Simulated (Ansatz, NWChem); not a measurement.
**Ligand exchange: SiH3(SH) + SiH3(InH2) → SiH3(SiH3) + InH2(SH)**

Species: SiH3(SH) (sulfanylsilane), singlet; SiH3(InH2), singlet; SiH3(SiH3) (disilane), singlet; InH2(SH), singlet. The partners trade SH for SiH3: Si–SH and In–SiH3 bonds give way to Si–SiH3 and In–SH.

Shapes, held fixed at every level: PBE0-D4/def2-TZVP. Programs: Ansatz 0.2.0. Electronic energies: no zero-point or thermal term.

```tsv
level	kind	ΔE (kJ/mol)	less CCSD(T)/def2-TZVPP
HF/def2-SVP	Hartree–Fock	-22.8	+1.2
SPW92/def2-TZVPP	LDA	-26.6	-2.6
PBE-D4/def2-TZVPP	GGA	-26.1	-2.1
r2SCAN-D4/def2-TZVPP	meta-GGA	-26.1	-2.1
PBE0-D4/def2-TZVPP	global hybrid	-23.9	+0.1
r2SCAN0-D4/def2-TZVPP	global hybrid	-23.6	+0.4
CCSD/def2-SVP	coupled cluster or CI	-25.7	-1.7
CCSD(T)/def2-TZVPP	coupled cluster or CI	-24.0	0.0
```

The highest level, CCSD(T)/def2-TZVPP, gives ΔE = -24.0 kJ/mol; the levels span -26.6 to -22.8. The column of differences is taken from that level and isn't an error. No measured value is set beside it here. For atoms past krypton def2 sets carry core potentials with scalar relativity. Correlated rows may include outer-core shells of In, which these sets cover unevenly.
